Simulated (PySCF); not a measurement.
def2 core potentials replace the inner electrons of Sn.

Excitations are Tamm–Dancoff values on a coarser integration grid. The basis has no diffuse functions, so Rydberg states are missing or too high.

C$_{4}$H$_{12}$O$_{3}$Sn, SMILES `[O](C)[Sn]([O]C)([O]C)[CH3]` (charge 0, multiplicity 1)

These are PBE-D3(BJ)/def2-SVP // PBE0-D3(BJ)/def2-SVP (PySCF) values and carry that method's errors.

The HOMO is -5.75 eV and the dipole moment is 1.17 D. The LUMO is -1.50 eV and the HOMO–LUMO gap is 4.24 eV. The S1 excitation (TDA) comes out as 4.39 eV and the S1 oscillator strength is 0.005. The T1 excitation (TDA) is 4.09 eV and the S1–T1 gap (TDA) is 0.30 eV. The total energy is -16296.00 eV. The cost comes out as around 16 core-minutes (rough).

```xyz
20

C      2.3565     0.7883    -1.0939
O      2.0935    -0.0136     0.0266
Sn     0.2653    -0.5890     0.4892
C      0.3001    -2.2613     1.7892
O     -0.7455     0.8778     1.3586
C     -0.7297     2.1780     0.8411
O     -0.5689    -0.8135    -1.2979
C     -1.9591    -0.8171    -1.4568
H      1.7348     0.5251    -1.9690
H      2.2020     1.8642    -0.8818
H      3.4142     0.6573    -1.3797
H      1.3451    -2.4687     2.0542
H     -0.2783    -2.0177     2.6898
H     -0.1364    -3.1307     1.2807
H      0.2626     2.6607     0.9315
H     -1.4477     2.7940     1.4091
H     -1.0271     2.2258    -0.2251
H     -2.4631     0.0061    -0.9148
H     -2.4248    -1.7658    -1.1228
H     -2.1937    -0.7000    -2.5287
```
